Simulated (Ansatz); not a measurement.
Compare A (`CC[SiH]O`•) with its isomer B (`[CH2][SiH](C)O`•).

Isolated molecules relaxed with PBE0-D4/def2-TZVP in Ansatz; ΔE leaves out vibrations. CCSD(T)/CBS adds triple-zeta CCSD(T) − MP2 to the extrapolated MP2 energy (def2 sets, frozen cores). DFT in def2-TZVPP. B3LYP here is the variant with VWN-RPA as its local correlation; programs differ in this. No spin–orbit coupling; open shells (•) take unrestricted orbitals. Each species was taken in one conformer, which may not be the lowest.

**Question.** Which is lower in electronic energy at CCSD(T)/CBS, and by how much? (An estimate is asked.)

**Answer.** The calculation gave: B, by 18.2 kJ/mol.

**Question.** Give E(B) − E(A) in kJ/mol with HF/def2-TZVPP, B3LYP, MP2/def2-TZVPP, PBE-D4, CCSD(T)/def2-TZVPP, LDA (SPW92), CCSD/def2-TZVPP. (Estimate.)

**Answer.** Computed: HF/def2-TZVPP -43.5, B3LYP -15.4, MP2/def2-TZVPP -9.2, PBE-D4 0.4, CCSD(T)/def2-TZVPP -17.3, LDA (SPW92) 15.1, CCSD/def2-TZVPP -21.3. The order is the other way round with LDA (SPW92).

**Question.** Does the order hold for the free energy at 298.15 K (harmonic terms from PBE0-D4)? (Estimate.)

**Answer.** Computed: Yes: G(B) − G(A) = -30.2 kJ/mol, for one conformer each.

Largest T1 diagnostic: 0.012.

In def2-TZVPP, CCSD(T) changes the Hartree–Fock value by +26.3 kJ/mol (the triples alone add +4.0 kJ/mol) and MP2 by +34.3 kJ/mol. At CCSD(T), def2-SVP lies +17.9 kJ/mol from the extrapolated value and def2-TZVPP +0.9 kJ/mol.
